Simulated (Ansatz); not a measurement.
Species: C$_{2}$H$_{9}$Si$_{2}$, charge -1, multiplicity 1. It need not be the lowest isomer of its formula. Whether it binds its extra electron was not tested at this geometry. 
Coordinates optimised at B3LYP-D3(BJ)/def2-TZVP (Ansatz, a quantum-chemistry and plane-wave program):
SMILES: C[Si-](C)[SiH3]
```xyz
13

C     -1.3312     1.3815     0.3301
Si    -0.3931     0.1054    -0.8358
C     -1.1765    -1.5469    -0.1118
Si     1.6159     0.0170     0.4529
H     -1.3449     1.0903     1.3880
H     -2.3728     1.4759     0.0003
H     -0.8842     2.3788     0.2611
H     -1.2037    -1.5830     0.9846
H     -0.6302    -2.4281    -0.4643
H     -2.2078    -1.6469    -0.4709
H      1.5255    -0.2136     1.9496
H      2.5835    -1.0569     0.0259
H      2.4610     1.2629     0.3759
```
Charge -1, spin multiplicity 1.

Parts of the frozen-core correlation energy in cc-pwCVTZ (Ansatz, hartree). Frozen orbitals: 12; correlated occupied orbitals by spin: 13 and 13; virtual: 305 and 305. No spin-orbit coupling. Non-relativistic.

| term | value |
|---|---|
| reference (HF) | -658.87682 |
| MP2 opposite-spin | [?] |
| MP2 same-spin | [?] |
| CCSD correlation | [?] |
| (T) | -0.02908 |
| T1 diagnostic | 0.013 |
| largest doubles amplitude | 0.033 |

**Question.** Fill in the missing entries.

**Answer.** 
- MP2 opposite-spin, value: -0.51322
- MP2 same-spin, value: -0.12659
- CCSD correlation, value: -0.70247
